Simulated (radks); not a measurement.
Values are calculated unless marked as measured or tabulated.
Trend from K3+ to Ga3+: ionisation energy by Delta-SCF between NIST ground configurations, and size. Level of theory: scalar-relativistic Kohn-Sham, SCAN, spin-polarised, spherical densities, finite nucleus; open shells are filled with parallel spins first; meta-GGA in the generalised Kohn-Sham scheme; Fermi nuclear charge, rms radius of each element as measured or else 0.836 A^(1/3) + 0.57 fm (a radial shooting solver on a logarithmic mesh with Libxc functionals).

species,configuration,IE (eV),NIST (eV),kind
K3+,[Ne] 3s2 3p4,60.291,60.92,semi-emp.
Ca3+,[Ne] 3s2 3p5,67.399,67.273,semi-emp.
Sc3+,[Ar],74.185,73.489,exp.
Ti3+,[Ar] 3d1,42.918,43.267,exp.
V3+,[Ar] 3d2,46.315,46.709,exp.
Cr3+,[Ar] 3d3,49.519,49.16,semi-emp.
Mn3+,[Ar] 3d4,52.570,51.2,semi-emp.
Fe3+,[Ar] 3d5,55.505,54.91,exp.
Co3+,[Ar] 3d6,50.665,51.3,semi-emp.
Ni3+,[Ar] 3d7,54.253,54.9,semi-emp.
Cu3+,[Ar] 3d8,57.606,57.38,semi-emp.
Zn3+,[Ar] 3d9,60.795,59.57,exp.
Ga3+,[Ar] 3d10,63.827,63.24,exp.

Reference values: NIST Atomic Spectra Database (exp. = measured, semi-emp. = semi-empirical, theory = theoretical value adopted there). Open shells are spherical and high-spin; term and fine-structure splittings are not resolved.
